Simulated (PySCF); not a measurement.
# Ionisation energy of W⁶⁵⁺ by level of theory

W⁶⁵⁺ [He] 2s2 2p5 (2P) → W⁶⁶⁺ [He] 2s2 2p4 (3P), as a difference of total energies. Calculation: PySCF 2.14, in an even-tempered Gaussian basis (17 s from 43 bohr⁻², ratio 2.2; 10 p from 56 bohr⁻², ratio 2.2; 5 d from 220 bohr⁻², ratio 2.4; 5 f from 330 bohr⁻², ratio 2.4; 4 g from 490 bohr⁻², ratio 2.4); the non-relativistic Hamiltonian (point nucleus). Correlated levels: nothing frozen; virtual orbitals above 40 to 60 times the deepest correlated orbital energy dropped. The calculations carry no spin-orbit coupling.

```csv
method,ionisation energy (eV)
UHF,15756.3
LDA,15750.2
PBE,15754.7
PBE0,15755.6
r2SCAN,15760.0
TPSS,15754.3
TPSSh,15754.7
MP2 (all electrons),15758.0
SCS-MP2 (all electrons),15757.9
```

Spin-orbit coupling is strong in these open shells (close to jj coupling). The scalar numbers leave it out and a first-order estimate fails, so it can dominate the gap to the real levels.

The gap to the reference is mostly relativistic.

For comparison: 15896 ± 11 eV (semi-empirical (NIST evaluation); NIST Atomic Spectra Database, ionization energies).
